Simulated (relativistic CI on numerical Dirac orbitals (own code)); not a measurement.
# One change at a time: W XLII

Base calculation: Dirac-Coulomb-Breit CI, KLI orbitals optimised for each configuration, QED by a radiative potential, unscaled Slater integrals.

Configurations in the expansion (outside the closed core [Ar] 3d10): 4s2.4p3, 4s.4p4, 4s2.4p2.4d, 4p5, 4s.4p3.4d, 4s2.4p2.4f, 4s.4p3.4f, 4p4.4d, 4s.4p2.4d2, 4s2.4p.4d.4f, 4p4.4f, 4s2.4p.4d2, 4s2.4d3, 4s.4p.4d3, 4s2.4d2.4f, 4s.4p.4d2.4f, 4p3.4d2, 4p2.4d3, 4p2.4d2.4f. Double excitations out of closed p, d and f shells are left out; levels of such configurations are missing from the list, as are those of other unlisted configurations, and high levels can miss mixing partners.

Variants: (1) P86 correlation estimate; (2) Breit term removed; (3) only the first 3 configurations. Shifts of the energy above 4s2.4p3 2P°_3/2, in eV, for the lowest level and the first level of each name with at least 55 % of one term (blank where a level changes its place among those of its configuration and J or its character, or is not in the variant):

```tsv
Level	Base	Δ(1)	Δ(2)	Δ(3)
4s2.4p3 2P°_3/2	0.000	0.000	0.000	0.000
4s2.4p3 2D°_5/2	94.287	+0.002	+1.090	+0.625
4s2.4p3 2P°_1/2	101.498	+0.001	+1.010	+0.814
4s.4p4 2S_1/2	202.253	+0.082	+0.103	-0.581
4s2.4p2.4d 4D_1/2	242.236	+0.173	+1.493	+0.119
4s2.4p2.4d 2G_9/2	268.060	+0.176	+2.116	+0.214
4s.4p4 2D_5/2	295.018	+0.106	+1.392	+0.795
4s2.4p2.4d 4F_9/2	359.765	+0.177	+3.088	+0.781
4p5 2P°_3/2	405.821	+0.189	+0.536
```

At this charge energies of transitions that change n are usually good to better than 1 %, and those within a shell (Δn = 0) to a few per cent.

Ionisation energy from the two ground configurations alone: base 1994.24 eV; P86 correlation estimate 1995.91 eV; Breit term removed 1995.91 eV. The NIST ASD value (semi-empirical) is 1994.8 eV.

LS names give the leading component of a level, which can be under half, so a name can repeat, a term be missing and a line seem to break the LS rules.
